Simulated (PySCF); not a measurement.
**Ar⁺: excitation energy**

Ar⁺ [Ne] 3s2 3p5 (2P) → Ar⁺ [Ne] 3s1 3p6 (2S), as a difference of total energies. Computed with PySCF 2.14 in ANO-RCC-VTZP, with scalar relativity by spin-free X2C-1e. Correlated levels: valence: [Ne] frozen; valence and next inner shell: 1s2 frozen. The calculations carry no spin-orbit coupling.

| method | excitation energy (eV) | error (eV) |
| --- | --- | --- |
| UHF | 18.782 | +5.361 |
| LDA | 14.360 | +0.939 |
| PBE | 14.658 | +1.237 |
| PBE0 | 15.693 | +2.272 |
| r2SCAN | 15.591 | +2.170 |
| BHandHLYP | 16.659 | +3.238 |
| CAM-B3LYP | 15.644 | +2.223 |
| B3LYP | 15.406 | +1.985 |
| TPSSh | 15.431 | +2.010 |
| MP2 (valence) | 15.961 | +2.540 |
| SCS-MP2 (valence) | 15.668 | +2.247 |
| MP2 (valence and next inner shell) | 15.919 | +2.498 |
| SCS-MP2 (valence and next inner shell) | 15.633 | +2.212 |

Reference: 13.421 eV (measured; NIST levels, between the centres of gravity of the two terms).

Errors of the correlated levels include the incompleteness of this basis and the frozen core.
